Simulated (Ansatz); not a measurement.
`C[O][Mg][Br]` + H₂ → `[MgH][Br]` + CH₃OH at 400 K and 1 bar (hydrogenolysis of a Mg–O bond).

Calculated with Ansatz (gas phase, PBE0-D4/def2-TZVP geometries, no zero-point term in ΔE). CCSD(T)/CBS is the MP2 limit (def2-TZVPP, def2-QZVPP) plus CCSD(T) − MP2 in def2-TZVPP, frozen cores. This one scheme is used for every species. For Br, Mg outer-core shells are correlated without core-valence functions, which leaves a few kJ/mol of doubt a bond. Scalar relativity is left out up to krypton. Each species was taken in one conformer, which may not be the lowest.

```json
{"species": "`C[O][Mg][Br]`", "CCSD(T)/CBS energy (Eh)": "-2888.35255", "H − E (kJ/mol)": "138.7", "S (J/(mol·K))": "359.0"}
{"species": "H₂", "CCSD(T)/CBS energy (Eh)": "-1.17544", "H − E (kJ/mol)": "38.0", "S (J/(mol·K))": "139.0"}
{"species": "`[MgH][Br]`", "CCSD(T)/CBS energy (Eh)": "-2773.87245", "H − E (kJ/mol)": "32.8", "S (J/(mol·K))": "266.3"}
{"species": "CH₃OH", "CCSD(T)/CBS energy (Eh)": "-115.61712", "H − E (kJ/mol)": "151.2", "S (J/(mol·K))": "252.6"}
```

H − E and S are ideal-gas, rigid-rotor, harmonic terms from PBE0-D4/def2-TZVP, for one conformer and one mirror image of each species. The MP2-based limit puts H₂ 0.8 mEh under its directly extrapolated value; such offsets cancel only in part. 1 Eh = 2625.50 kJ/mol, R = 8.31446 J/(mol·K).

Q: By hand: ΔE, ΔH, ΔS and ΔG.

A: ΔE = (-2773.87245) + (-115.61712) − (-2888.35255) − (-1.17544) = 0.03842 Eh = 100.9 kJ/mol. Δ(H − E) = 32.8 + 151.2 − 138.7 − 38.0 = 7.3, so ΔH = 108.2 kJ/mol. ΔS = 266.3 + 252.6 − 359.0 − 139.0 = 20.9 J/(mol·K). ΔG = 108.2 − 400 × (20.9)/1000 = 99.8 kJ/mol.

Q: By hand: the equilibrium constant, and the temperature at which ΔG would vanish if ΔH and ΔS stayed fixed.

A: log₁₀ K = −ΔG/(RT ln 10) = -13.0. ΔG = 0 at ΔH/ΔS = 5177 K, far beyond where these terms or the molecules hold.

ΔH outweighs TΔS. A doubt of 5 kJ/mol in ΔE shifts log₁₀ K by 0.7 here. Other conformers and mirror images would add mixing entropy, several J/(mol·K) or more a flexible species. These are equilibria of isolated gas molecules and say nothing of rates. Largest T1 diagnostic: 0.009 (customary marks: 0.02 for closed shells, 0.045 for open ones).
